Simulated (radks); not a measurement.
Problem. Ru24+, configuration [Ar] 3d2. Method: scalar-relativistic Kohn-Sham, PBE, spin-polarised, spherical densities, point nucleus; open shells are filled with parallel spins first (spin-orbit coupling, left out, can overturn this in heavy ions); computed with a radial shooting solver on a logarithmic mesh with Libxc functionals. Some entries of the table are withheld. Estimate them.

orbital,occ.,eigenvalue (hartree),r(max) (bohr)
1s up,1,-843.3224,0.02172
1s down,1,-843.3211,0.02172
2s up,1,-152.6582,0.1226
2s down,1,-152.4518,0.1226
2p up,3,-140.7337,0.09804
2p down,3,-140.5798,0.09797
3s up,1,(1),(2)
3s down,1,(3),(4)
3p up,3,-47.76165,0.3332
3p down,3,-47.51149,0.3337
3d up,2,-42.25337,0.2717
3d down,0,-41.94603,0.2725

Solution. 
(1) 3s up eigenvalue (hartree): -51.63549
(2) 3s up r(max) (bohr): 0.3438
(3) 3s down eigenvalue (hartree): -51.39514
(4) 3s down r(max) (bohr): 0.3442
